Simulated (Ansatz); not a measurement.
Results of the Gaussian-basis code of Ansatz.

C2H6BNOS, SMILES `CNB(S)C=O` at its PBE0-D4/def2-TZVP geometry, where that method's forces vanish. Charge 0, multiplicity 1.

```
atom   x (Å)   y (Å)   z (Å)
  C1   1.445   1.195   0.584
  N2   0.789  -0.016   0.152
  B3  -0.552  -0.198  -0.159
  S4  -1.803   1.097  -0.082
  C5  -1.004  -1.663  -0.615
  O6  -2.134  -1.967  -0.911
  H7   0.708   1.990   0.696
  H8   2.192   1.525  -0.143
  H9   1.941   1.055   1.548
 H10   1.403  -0.813   0.068
 H11  -2.774   0.250  -0.478
 H12  -0.212  -2.455  -0.659
```

Problem. For each bond, give half the difference of the two atoms' forces along it (eV/Å; positive pushes the atoms apart) under PBE-D4, r2SCAN-D4, B3LYP-D4, ωB97M-V in def2-TZVPP. (Estimate.)

Solution. The calculation gave: 
```tsv
bond	length (Å)	PBE-D4	r2SCAN-D4	B3LYP-D4	ωB97M-V
C1–N2	1.443	-0.02	0.15	0.26	0.33
C1–H7	1.090	0.10	-0.06	-0.09	-0.09
C1–H8	1.094	0.10	-0.04	-0.08	-0.12
C1–H9	1.094	0.10	-0.05	-0.08	-0.12
N2–B3	1.389	0.20	0.10	-0.04	-0.07
N2–H10	1.009	0.22	-0.03	-0.07	-0.12
B3–S4	1.802	0.05	0.03	0.13	0.04
B3–C5	1.599	-0.49	-0.25	-0.12	0.06
S4–H11	1.348	0.31	0.04	-0.04	-0.12
C5–O6	1.207	1.06	0.45	0.31	0.14
C5–H12	1.121	0.06	0.02	-0.11	-0.18
```

B3LYP here is the variant with VWN-RPA as its local correlation; programs differ in this.
